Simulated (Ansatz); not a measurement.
`Cl[CH2][ZnH]` + NH₃ → `[NH2][ZnH]` + `CCl` at 600 K and 1 bar (ligand exchange at a Zn–C bond).

Calculated with Ansatz (gas phase, PBE0-D4/def2-TZVP geometries, no zero-point term in ΔE). CBS: MP2 limit from def2 TZ/QZ plus the TZ coupled-cluster correction, frozen cores. This one scheme is used for every species. For Zn outer-core shells are correlated without core-valence functions, which leaves a few kJ/mol of doubt a bond. Scalar relativity is left out up to krypton.

```
       species  CCSD(T)/CBS energy (Eh)  H − E (kJ/mol)  S (J/(mol·K))
`Cl[CH2][ZnH]`              -2277.98947           127.3          356.2
           NH₃                -56.50880           112.4          219.5
  `[NH2][ZnH]`              -1834.88092           113.5          307.4
         `CCl`               -499.63220           125.0          268.9
```

H − E and S are ideal-gas, rigid-rotor, harmonic terms from PBE0-D4/def2-TZVP. 1 Eh = 2625.50 kJ/mol, R = 8.31446 J/(mol·K).

Task: By hand: ΔE, ΔH, ΔS and ΔG.

Result: ΔE = (-1834.88092) + (-499.63220) − (-2277.98947) − (-56.50880) = -0.01485 Eh = -39.0 kJ/mol. Δ(H − E) = 113.5 + 125.0 − 127.3 − 112.4 = -1.2, so ΔH = -40.2 kJ/mol. ΔS = 307.4 + 268.9 − 356.2 − 219.5 = 0.6 J/(mol·K). ΔG = -40.2 − 600 × (0.6)/1000 = -40.6 kJ/mol.

Task: By hand: the equilibrium constant, and the temperature at which ΔG would vanish if ΔH and ΔS stayed fixed.

Result: log₁₀ K = −ΔG/(RT ln 10) = 3.5. ΔH and −TΔS have one sign here, so there is no such temperature. One of them is within its doubt of zero, so this could turn.

The number of gas molecules stays the same, so ΔS is small and ΔH decides. A doubt of 5 kJ/mol in ΔE shifts log₁₀ K by 0.4 here. These are equilibria of isolated gas molecules and say nothing of rates. Largest T1 diagnostic: 0.016 (customary marks: 0.02 for closed shells, 0.045 for open ones).
